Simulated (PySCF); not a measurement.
**Two-component Hartree-Fock for Cr⁷⁺ (chromium, charge +7)**

Start: [Ne] 3s2 3p5; 3p1/2 filled at m_j = +1/2; 3p3/2 filled at m_j = -3/2, -1/2, +1/2, +3/2. Calculated with PySCF 2.14 in an even-tempered Gaussian basis (20 s from 0.34 bohr⁻², ratio 2.4; 14 p from 0.45 bohr⁻², ratio 2.4; 5 d from 3.4 bohr⁻², ratio 2.6; 5 f from 5.1 bohr⁻², ratio 2.6): generalised Hartree-Fock with the X2C-1e Hamiltonian and a Gaussian nucleus; one run each with spin-orbit coupling (SO) screened by Boettger's factors, then bare. This is a chosen level, not necessarily the ground level.

```csv
spinor shell,electrons,"ε, screened SO (eV)","ε, bare SO (eV)",weight of nominal j (bare SO),"rms radius, bare SO (bohr)"
1s1/2,2,-6191.9,-6191.9,1.000,0.0734
2s1/2,2,-874.33,-874.34,1.000,0.315
2p1/2,2,-760.46,-761.02,0.999,0.284
2p3/2,4,-752.80,-752.54,1.000,0.287
3s1/2,2,-221.81,-221.82,0.999,0.887
3p1/2,1,-188.26,-188.36,0.995,0.911
3p3/2,4,-185.03,-185.00,0.996,0.920
```

```json
{"quantity": "E (hartree)", "screened SO": "-1034.34362", "bare SO": "-1034.34310"}
{"quantity": "M_J", "screened SO": "1/2", "bare SO": "1/2"}
{"quantity": "⟨J²⟩", "screened SO": "0.788", "bare SO": "0.782"}
{"quantity": "⟨L²⟩", "screened SO": "2.009", "bare SO": "2.009"}
{"quantity": "⟨S²⟩", "screened SO": "0.753", "bare SO": "0.753"}
```

Each row is a mean over spinors that exchange with the open shell spreads, by up to 3.375 eV (3s1/2).
